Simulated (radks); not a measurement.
The numbers below are computed, except where a source is named.
Initial-state core-level shifts of neutral barium when its valence configuration changes from [Xe] 6s2. Level of theory: scalar-relativistic Kohn-Sham, BLYP, spin-polarised, spherical densities, point nucleus; open shells are filled with parallel spins first (spin-orbit coupling, left out, can overturn this in heavy ions) (a radial shooting solver on a logarithmic mesh with Libxc functionals). Shifts are changes of the shell-averaged eigenvalues in eV (positive: less bound).

\begin{tabular}{lrrrr}
valence & 1s & 4s & 4d & 5p \\ \hline
4f2 & -1.347 & -0.790 & -0.977 & -2.382 \\
6s1 6p1 & -1.054 & -1.055 & -1.052 & -0.998 \\
5d1 6s1 & +1.285 & +1.334 & +1.340 & +1.218 \\
6s1.5 6p0.5 & -0.571 & -0.571 & -0.569 & -0.543 \\
4f1.5 6s0.5 & -1.476 & -1.084 & -1.219 & -2.229 \\
5d2 & +2.050 & +2.147 & +2.160 & +1.972 \\
4f1 6p1 & -1.514 & -1.191 & -1.306 & -2.144 \\
\end{tabular}
